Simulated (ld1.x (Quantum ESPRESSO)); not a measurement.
# An all-electron radial function and its pseudo partner (Si (Z = 14))

Columns: radius, all-electron u(r) and pseudo u(r) of the 3s shell (level -28.48 eV) of silicon in the configuration [Ne] 3s2 3p0; PBE, non-relativistic, RRKJ scheme, ld1.x (Quantum ESPRESSO) 7.5.

```
r (bohr)  all-electron  pseudo
   0.072        0.1905  0.0182
   0.145        0.0136  0.0374
   0.217       -0.1885  0.0578
   0.290       -0.3245  0.0805
   0.362       -0.3782  0.1056
   0.435       -0.3648  0.1341
   0.507       -0.3038  0.1655
   0.580       -0.2113  0.2010
   0.652       -0.1033  0.2398
   0.725        0.0130  0.2830
   0.798        0.1288  0.3300
   0.870        0.2377  0.3797
   0.942        0.3384  0.4320
   1.015        0.4304  0.4866
   1.088        0.5112  0.5414
   1.160        0.5797  0.5937
   1.232        0.6374  0.6425
   1.305        0.6854  0.6866
   1.378        0.7236  0.7237
   1.450        0.7523  0.7523
   1.522        0.7726  0.7726
   1.595        0.7856  0.7856
   1.668        0.7915  0.7915
   1.740        0.7910  0.7910
   1.812        0.7852  0.7852
   1.885        0.7746  0.7746
```

Question: How many radial nodes do the two functions have?

Answer: The all-electron 3s function has n − l − 1 = 2; the pseudo-wave has 0, since the states of the same l below it are removed with the core.

Question: At about which radius was the pseudo-wave matched?

Answer: 1.45 bohr, where the columns begin to agree (steps of 0.07 bohr).

Question: Is the pseudo-wave norm-conserving?

Answer: Yes: the RRKJ scheme keeps the norm inside the radius equal to the all-electron one, which fixes the energy derivative of the logarithmic derivative at the level.
